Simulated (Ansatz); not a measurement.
Cartesian coordinates in Å:
```
O -1.174 0.208 -0.208
C -0.585 -0.823 -0.635
O 0.642 -0.958 -0.370
Al 0.512 0.721 0.556
H -1.122 -1.578 -1.218
H 1.194 1.894 -0.247
H 0.534 0.536 2.122
```

The species carries charge 0 and has multiplicity 1. The bonds changed during the relaxation, so this is another structure than the one it started from.

(1) List the PBE0/def2-TZVPP orbital energies in eV (Ansatz 0.2.0). (Estimate.)

Answers

(1) Computed: Occupied: -1528.04, -523.90, -523.90, -282.79, -113.86, -73.93, -73.86, -73.76, -32.13, -28.93, -18.29, -15.23, -14.55, -13.85, -11.99, -10.04, -9.99, -9.59, -8.42. Lowest empty: -1.05, -0.18, 0.87, 1.76, 2.23, 2.86, 3.42, 4.08.
